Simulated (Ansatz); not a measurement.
BrGaH2S2, SMILES `[SH][Ga]([SH])[Br]`, relaxed with RKS PBE0-D4/def2-TZVP in Ansatz 0.2.0 from a GFN2-xTB geometry. The force threshold is 0.005 eV/Å; the program also tests the step.

Charge 0, multiplicity 1.

Start:

```xyz
6

S    -1.912    1.108    0.532
Ga    0.002    0.067    0.018
S     2.036    0.896    0.455
Br   -0.125   -2.004   -1.023
H    -2.658    0.117    0.040
H     2.657   -0.184   -0.021
```

(1) How much energy does the relaxation release, and in how many steps? (Best estimate.)

(2) Which bonds change most? (Best estimate.)

(3) Give the relaxed structure. (An estimate is asked.)

Results:

(1) Computed: 5.57 kJ/mol, in 5 steps.

(2) Computed: S1–Ga2 from 2.239 to 2.185 Å; Ga2–S3 from 2.239 to 2.185 Å; Ga2–Br4 from 2.322 to 2.286 Å; S1–H5 from 1.334 to 1.344 Å.

(3) Ansatz gave: 
```xyz
6

S    -1.837    1.101    0.533
Ga    0.003    0.038    0.021
S     1.962    0.892    0.476
Br   -0.125   -2.000   -1.006
H    -2.613    0.129    0.024
H     2.610   -0.162   -0.049
```
